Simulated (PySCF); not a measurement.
A structure optimised at TPSSh-D3(BJ)/def2-TZVP, used in a PySCF frequency run:

```xyz
4

Cl    -0.0242     0.3766    -1.6844
Si     0.1310    -0.7905     0.0000
Cl    -0.0242     0.3766     1.6844
H     -1.0116    -1.7387     0.0000
```
Charge 0, spin multiplicity 2.

Question: Write its SMILES, formula and point group.

Answer: Cl[SiH]Cl, Cl2HSi, Cs

Question: What are its rotational constants (standard atomic weights)?

Answer: 15.733, 2.4945, 2.1797 GHz
